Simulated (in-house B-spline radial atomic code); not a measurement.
A fraction x of an electron is removed from 4d in the palladium ion Pd⁴⁺, starting from [Kr] 4d6 and keeping the highest spin. Level of theory: scalar-relativistic (X2C) BP86, spin-polarised, spherical fractional occupations, Fermi nucleus of rms radius 4.5318 fm; calculated with a B-spline radial code for spherical atoms.

```csv
x,E(x) - E(0) (eV),4d down level (eV)
0,0.0000,-55.315
0.15,8.4716,-57.643
0.33,19.1008,-60.465
0.41,23.9886,-61.729
0.5,29.6084,-63.157
0.6,36.0038,-64.753
0.67,40.5756,-65.875
0.85,52.6941,-68.780
0.98,61.7728,-70.894
1,63.1939,-
```

The exact functional would give a straight line between the two integer points. Deviations E(x) - E(0) - x[E(1) - E(0)], in eV: -1.007 at x = 0.15, -1.753 at x = 0.33, -1.921 at x = 0.41, -1.989 at x = 0.5, -1.913 at x = 0.6, -1.764 at x = 0.67, -1.021 at x = 0.85, -0.157 at x = 0.98.

The curve lies below the straight line by up to 1.989 eV (at x = 0.5): convex, the delocalisation error that favours fractional charges.

(1) How well does Slater's transition state (minus the level at half occupation) give the ionisation energy?

Answers

(1) It gives 63.157 eV against 63.194 eV from the two total energies; NIST lists 61.00 eV, ground level to ground level.
